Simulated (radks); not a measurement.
Results of a calculation; reference values are marked as such.
Problem. Ga3+, 28 electrons, occupied as [Ar] 3d9 7s1 (not the ground configuration). Level of theory: scalar-relativistic Kohn-Sham, PBE, spin-polarised, spherical densities, finite nucleus; open shells are filled with parallel spins first; Fermi nuclear charge, rms radius 3.9973 fm (a radial shooting solver on a logarithmic mesh with Libxc functionals). Some entries of the table are withheld. Estimate them.

orbital  occ.  eigenvalue (hartree)  <r> (bohr)  <1/r> (bohr^-1)
1s up       1             -378.0021     0.04860            31.30
1s down     1             -378.0019     0.04860            31.30
2s up       1             -48.46459      0.2178            6.845
2s down     1             -48.43663      0.2178            6.847
2p up       3             -42.45365      0.1908            6.713
2p down     3             -42.43269      0.1907            6.716
3s up       1                   (1)         (2)            2.201
3s down     1                   (3)         (4)            2.198
3p up       3              -5.64835      0.6699            2.054
3p down     3              -5.59960      0.6709            2.051
3d up       5              -2.67828         (5)            1.737
3d down     4              -2.63014         (6)            1.731
7s up       1              -0.27786       10.04           0.1383

Solution. 
(1) 3s up eigenvalue (hartree): -7.46859
(2) 3s up <r> (bohr): 0.6467
(3) 3s down eigenvalue (hartree): -7.41914
(4) 3s down <r> (bohr): 0.6473
(5) 3d up <r> (bohr): 0.7427
(6) 3d down <r> (bohr): 0.7465
